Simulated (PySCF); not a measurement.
## WO₂⁺, doublet: structure and spectrum

Computed with UPBE0/[W def2-TZVP with ECP60, O def2-TZVP], scalar-relativistic core potentials, density fitting, no spin–orbit coupling, PySCF.

The structure is a minimum.

Coordinates in bohr (charge 1 multiplicity 2):
```
W     0.0000    0.0000   -0.2893
O     2.4579    0.0000    1.6663
O    -2.4579    0.0000    1.6663
```

```
Point group                                                                   : C2v
Bond lengths                                                                  : W–O 1.662 Å (×2)
Bond angles                                                                   : O–W–O 103.0°
Principal polarisabilities                                                    : 31.6, 34.2, 39.8 bohr³
Highest occupied level (α)                                                    : -14.46 eV
Rotational constants                                                          : 0.5776, 0.3115, 0.2024 cm⁻¹
Rotational symmetry number                                                    : 2
Lowest empty level (α)                                                        : -10.54 eV
Enthalpy at 298.15 K above 0 K                                                : 10.85 kJ/mol
Heat capacity Cp at 298.15 K                                                  : 41.8 J/(mol K)
Dipole moment about the centre of mass                                        : 4.76 D
Principal quadrupole moments (Buckingham, traceless) about the centre of mass : -3.54, 1.19, 2.35 D Å
Zero-point energy                                                             : 15.5 kJ/mol
Entropy at 298.15 K and 1 bar (electronic part: spin only)                    : 277.9 J/(mol K)
Spin squared ⟨S²⟩                                                             : 0.769
```

Harmonic modes (masses in u: W 183.951, O 15.995):
```json
{"symmetry": "a1", "ω (cm⁻¹)": "404", "IR (km/mol)": "0.7"}
{"symmetry": "b2", "ω (cm⁻¹)": "1062", "IR (km/mol)": "101"}
{"symmetry": "a1", "ω (cm⁻¹)": "1123", "IR (km/mol)": "22.5"}
```

In C2v the vibrations span 2a1 + b2. Here b1 is antisymmetric to the molecular plane and b2 lies in it.

Charges (e):
```
atom  Mulliken  Löwdin  polar tensor  spin (Mulliken)  Mayer order to W1
  W1      1.50    1.19          1.96             1.23                  –
O2,3     -0.25   -0.09         -0.48            -0.11               2.33
```

Mulliken populations on W1 (electrons outside its core potential): s 2.61, p 6.10, d 3.67, f 0.11.

Formally W is in oxidation state +5, d1, with 1 unpaired electron. The Mulliken spin on W is 1.23. The polar-tensor charge on W, 1.96, is far below the formal one.

This need not be the most stable arrangement of these atoms. Other spin states or occupations of the open shell can lie lower. Spin–orbit coupling, left out here, can matter for elements this heavy.

The final relaxation and frequency run took of the order of 70 core-seconds on a shared host.
